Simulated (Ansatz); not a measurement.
`[Cl][GaH][Cl]` + HBr → `[Cl][GaH][Br]` + HCl at 600 K and 1 bar (ligand exchange at a Ga–Cl bond).

Calculated with Ansatz (gas phase, PBE0-D4/def2-TZVP geometries, no zero-point term in ΔE). CBS: MP2 limit from def2 TZ/QZ plus the TZ coupled-cluster correction, frozen cores. This one scheme is used for every species. For Br, Ga outer-core shells are correlated without core-valence functions, which leaves a few kJ/mol of doubt a bond. Scalar relativity is left out up to krypton.

| species | CCSD(T)/CBS energy (Eh) | H − E (kJ/mol) | S (J/(mol·K)) |
| --- | --- | --- | --- |
| `[Cl][GaH][Cl]` | -2844.19972 | 59.6 | 348.0 |
| HBr | -2573.91920 | 33.5 | 219.1 |
| `[Cl][GaH][Br]` | -4957.74201 | 59.3 | 365.8 |
| HCl | -460.38127 | 35.4 | 207.2 |

H − E and S are ideal-gas, rigid-rotor, harmonic terms from PBE0-D4/def2-TZVP. 1 Eh = 2625.50 kJ/mol, R = 8.31446 J/(mol·K).

Q: By hand: ΔE, ΔH, ΔS and ΔG.

A: ΔE = (-4957.74201) + (-460.38127) − (-2844.19972) − (-2573.91920) = -0.00436 Eh = -11.4 kJ/mol. Δ(H − E) = 59.3 + 35.4 − 59.6 − 33.5 = 1.6, so ΔH = -9.8 kJ/mol. ΔS = 365.8 + 207.2 − 348.0 − 219.1 = 5.9 J/(mol·K). ΔG = -9.8 − 600 × (5.9)/1000 = -13.3 kJ/mol.

Q: By hand: the equilibrium constant, and the temperature at which ΔG would vanish if ΔH and ΔS stayed fixed.

A: log₁₀ K = −ΔG/(RT ln 10) = 1.2. ΔH and −TΔS have one sign here, so there is no such temperature.

TΔS isn't small against ΔH here. A doubt of 5 kJ/mol in ΔE shifts log₁₀ K by 0.4 here. These are equilibria of isolated gas molecules and say nothing of rates. Largest T1 diagnostic: 0.011 (customary marks: 0.02 for closed shells, 0.045 for open ones).

ΔS is within the doubt of such terms, so its sign, and with it that verdict, could turn.
